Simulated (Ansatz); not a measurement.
`c1coc(-c2ccc(-c3ccc(-c4ccc(-c5ccc(-c6ccc(-c7ccco7)o6)o5)o4)o3)o2)c1`, relaxed as a singlet with RKS PBE-D4/def2-SVP in Ansatz, starting from the GFN2-xTB geometry. Force threshold 0.03 eV/Å.

Single mean-field runs in def2-SVP are fitted with def2-universal-jkfit.

Start:

```xyz
51

C    -6.5179   -6.8706   -6.1085
C    -6.8590   -7.7248   -5.1043
O    -6.2869   -7.3562   -3.9464
C    -5.5606   -6.2434   -4.1999
C    -4.8363   -5.6343   -3.1243
C    -4.7355   -5.9951   -1.7996
C    -3.8987   -5.0448   -1.1942
C    -3.5369   -4.1600   -2.1866
C    -2.7002   -3.0019   -2.1363
C    -2.3299   -2.1066   -3.1166
C    -1.4956   -1.1649   -2.4958
C    -1.4047   -1.5399   -1.1726
C    -0.6941   -0.9472   -0.0845
C    -0.5980   -1.3141    1.2408
C     0.2380   -0.3676    1.8522
C     0.6025    0.5233    0.8657
C     1.4355    1.6829    0.9101
C     1.7947    2.5679   -0.0836
C     2.6324    3.5185    0.5188
C     2.7359    3.1590    1.8452
C     3.4518    3.7552    2.9292
C     3.5431    3.3823    4.2525
C     4.3794    4.3242    4.8715
C     4.7485    5.2167    3.8899
C     5.5878    6.3756    3.9581
C     5.9699    7.2771    2.9937
C     6.8075    8.2104    3.6412
C     6.8745    7.8160    4.9427
O     6.1420    6.7087    5.1465
O     4.1857    4.8718    2.7084
O     2.0075    2.0423    2.0834
O     0.0356    0.1704   -0.3124
O    -2.1367   -2.6575   -0.9538
O    -4.1076   -4.5189   -3.3615
C    -5.6722   -5.9023   -5.5265
H    -6.8282   -6.9231   -7.1317
H    -7.4779   -8.5995   -5.0844
H    -5.2092   -6.8371   -1.3391
H    -3.5933   -5.0000   -0.1692
H    -2.6307   -2.1377   -4.1433
H    -1.0171   -0.3194   -2.9446
H    -1.0755   -2.1562    1.6969
H     0.5431   -0.3303    2.8772
H     1.4845    2.5231   -1.1068
H     3.1042    4.3593    0.0550
H     3.0627    2.5389    4.7031
H     4.6809    4.3571    5.8981
H     5.6797    7.2623    1.9642
H     7.2926    9.0558    3.1987
H     7.3887    8.2228    5.7905
H    -5.2058   -5.0680   -6.0072
```

```csv
step,energy (eV),largest force component (eV/Å),SCF passes
1,-43542.1615,0.890,21
2,-43542.5568,0.449,20
3,-43542.6155,0.106,20
4,-43542.6182,0.010,21
```

Force components are those of the run's own axes.

End:

Cartesian coordinates in Å:
```
C -6.5281 -6.8697 -6.1501
C -6.8795 -7.7421 -5.1449
O -6.3003 -7.3723 -3.9670
C -5.5639 -6.2444 -4.2150
C -4.8597 -5.6743 -3.1021
C -4.7578 -6.0370 -1.7657
C -3.9092 -5.0745 -1.1518
C -3.5434 -4.1807 -2.1511
C -2.7166 -3.0128 -2.1579
C -2.3481 -2.1152 -3.1537
C -1.5010 -1.1550 -2.5359
C -1.4012 -1.5217 -1.1985
C -0.7039 -0.9618 -0.0821
C -0.6052 -1.3304 1.2552
C 0.2412 -0.3715 1.8749
C 0.6107 0.5278 0.8807
C 1.4378 1.6949 0.8805
C 1.8084 2.5952 -0.1121
C 2.6552 3.5529 0.5098
C 2.7528 3.1822 1.8462
C 3.4485 3.7372 2.9669
C 3.5419 3.3626 4.3018
C 4.3891 4.3184 4.9281
C 4.7622 5.2191 3.9395
C 5.5950 6.3877 3.9508
C 5.9749 7.2930 2.9713
C 6.8243 8.2437 3.6201
C 6.9023 7.8553 4.9385
O 6.1605 6.7308 5.1502
O 4.1914 4.8679 2.7451
O 2.0122 2.0515 2.0729
O 0.0359 0.1693 -0.3110
O -2.1407 -2.6524 -0.9675
O -4.1218 -4.5452 -3.3395
C -5.6719 -5.8921 -5.5520
H -6.8459 -6.9215 -7.1972
H -7.5068 -8.6381 -5.1050
H -5.2457 -6.9000 -1.3017
H -3.5930 -5.0255 -0.1051
H -2.6621 -2.1603 -4.2014
H -1.0132 -0.2914 -2.9987
H -1.0934 -2.1946 1.7165
H 0.5541 -0.3281 2.9229
H 1.4960 2.5533 -1.1603
H 3.1443 4.4176 0.0502
H 3.0504 2.4973 4.7575
H 4.7007 4.3595 5.9766
H 5.6732 7.2655 1.9196
H 7.3180 9.1102 3.1668
H 7.4210 8.2543 5.8159
H -5.1897 -5.0343 -6.0311
```

By distances, no bond broke or formed. The bond that changes most is C27–H49, from 1.07 to 1.10 Å (atoms count from 1).

No frequencies were taken in this run, so the end may be a saddle point.

Hardware: 2 threads of AMD EPYC 7R13 on a shared host and a share (18 GiB) of an NVIDIA H100 80GB HBM3. Wall time 12 s, peak host memory 1.1 GiB.
